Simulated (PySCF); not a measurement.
Job file and geometry (Å, from PBE0-D3(BJ)/def2-SVP) of an NMR shielding run on `C=CP(C=C)C(C)(C)C`, C₈H₁₅P, GIAO wB97X-D/pcSseg-1 NMR shielding, non-relativistic, gas phase (PySCF 2.14.0, density-fitted response routines); density fitting, a coarse starting grid and PySCF grid level 2 are the driver's defaults:

```
$ OMP_NUM_THREADS=1 python probes_run.py task.json out

{"job": {"kind": "nmr", "xc": "wB97X-D", "basis": "pcSseg-1", "pop": false}, "charge": 0, "multiplicity": 1}
C      2.479563    -1.579043     0.775149
C      1.280298    -1.082668     1.099373
P      0.612862     0.538939     0.615137
C      1.563474     0.849964    -0.910574
C      2.008987     2.070346    -1.223481
C     -1.088269     0.049347    -0.080996
C     -1.935396    -0.428277     1.099505
C     -1.698259     1.325445    -0.661032
C     -1.010737    -1.034841    -1.150793
H      3.162766    -1.053618     0.100205
H      2.831554    -2.528791     1.188737
H      0.655969    -1.643675     1.805954
H      1.762538     0.009921    -1.589439
H      2.556263     2.263570    -2.152004
H      1.840656     2.924211    -0.558592
H     -1.560631    -1.371469     1.525146
H     -2.970974    -0.610397     0.765948
H     -1.967201     0.322841     1.904601
H     -1.103321     1.712329    -1.502496
H     -2.716323     1.120867    -1.033310
H     -1.767751     2.119448     0.099042
H     -0.514116    -1.942816    -0.775492
H     -0.461154    -0.689725    -2.039422
H     -2.026099    -1.315274    -1.480463
```

Problem. Write the output of this run.

Solution. 
```
coarse grid: 19616 points
cycle   1  E = -654.9248676478  dE =  1.003e+00  |g| = 3.196e-01  |ddm| = 4.252e+00
cycle   2  E = -654.9498530257  dE = -2.499e-02  |g| = 1.831e-01  |ddm| = 4.695e-01
cycle   3  E = -654.9579963244  dE = -8.143e-03  |g| = 3.586e-02  |ddm| = 1.545e-01
cycle   4  E = -654.9584052473  dE = -4.089e-04  |g| = 1.297e-02  |ddm| = 7.303e-02
cycle   5  E = -654.9584522094  dE = -4.696e-05  |g| = 4.260e-03  |ddm| = 1.739e-02
cycle   6  E = -654.9584580438  dE = -5.834e-06  |g| = 1.207e-03  |ddm| = 6.317e-03
final grid: 182176 points
cycle   7  E = -655.0229855238  dE = -3.022e-04  |g| = 4.357e-03  |ddm| = 5.546e-02
cycle   8  E = -655.0229908979  dE = -5.374e-06  |g| = 2.446e-03  |ddm| = 1.218e-02
cycle   9  E = -655.0229922453  dE = -1.347e-06  |g| = 9.327e-04  |ddm| = 3.298e-03
cycle  10  E = -655.0229924711  dE = -2.258e-07  |g| = 3.801e-04  |ddm| = 1.495e-03
cycle  11  E = -655.0229925077  dE = -3.663e-08  |g| = 5.385e-05  |ddm| = 4.163e-04
cycle  12  E = -655.0229925088  dE = -1.075e-09  |g| = 1.993e-05  |ddm| = 1.428e-04
cycle  13  E = -655.0229925089  dE = -1.455e-10  |g| = 7.880e-06  |ddm| = 4.129e-05
converged SCF energy = -655.0229925089

GIAO shielding tensors (ppm)
atom      isotropic    diamagn.    paramagn.     s11        s22        s33       span
  0 C       54.204     253.979    -199.775    -66.585     62.199    166.998    233.582
  1 C       37.065     265.359    -228.294    -86.952     34.823    163.324    250.276
  2 P      316.738     969.760    -653.022    282.950    302.993    364.272     81.322
  3 C       39.456     264.803    -225.348    -82.042     40.218    160.193    242.235
  4 C       37.415     254.686    -217.271    -92.274     48.974    155.544    247.818
  5 C      153.571     249.217     -95.645    147.663    152.778    160.273     12.611
  6 C      155.331     248.760     -93.429    137.179    145.100    183.713     46.534
  7 C      154.703     248.404     -93.701    139.091    142.792    182.225     43.134
  8 C      158.142     248.869     -90.727    144.399    146.949    183.076     38.677
  9 H       25.801      31.719      -5.918     22.218     24.016     31.170      8.952
 10 H       25.458      28.510      -3.052     22.073     24.310     29.993      7.920
 11 H       24.881      33.760      -8.879     21.821     23.489     29.333      7.512
 12 H       24.967      35.260     -10.293     21.338     24.903     28.661      7.322
 13 H       24.953      28.869      -3.916     21.065     24.329     29.465      8.400
 14 H       25.083      31.569      -6.486     20.557     24.256     30.436      9.879
 15 H       30.141      32.398      -2.257     25.283     29.003     36.137     10.853
 16 H       30.411      31.249      -0.838     26.634     27.690     36.909     10.275
 17 H       30.194      31.464      -1.270     26.353     27.688     36.541     10.188
 18 H       30.299      32.385      -2.086     25.403     29.961     35.533     10.130
 19 H       30.572      31.257      -0.685     26.703     27.947     37.065     10.361
 20 H       30.328      31.675      -1.348     26.792     27.592     36.599      9.807
 21 H       30.210      32.983      -2.774     25.573     29.704     35.352      9.779
 22 H       30.389      33.186      -2.798     25.703     29.542     35.921     10.218
 23 H       30.634      31.942      -1.307     26.526     28.139     37.238     10.711
```

Problem. Turn these shieldings into chemical shifts. Scale: ¹³C (184.54 ppm), ¹H (31.38 ppm) vs TMS; H3PO4 for ³¹P (307.18 ppm) (reference shieldings calculated alike).

Solution. Averaging equivalent atoms: C 1/3: 146.3; C 0/4: 138.7; C 5: 31.0; C 6/7/8: 28.5; P 2: -9.6; H 11/12: 6.46; H 10/13: 6.17; H 9/14: 5.94; H 15/16/17/18/19/20/21/22/23: 1.03 ppm. Experimental scales use liquid or dissolved standards, which lie at an offset from isolated H3PO4.

Size and cost of the density-fitted run: 235 basis functions, 110 s wall time on 1 thread of an Arm Neoverse N1, shared host; peak memory 1.3 GiB.
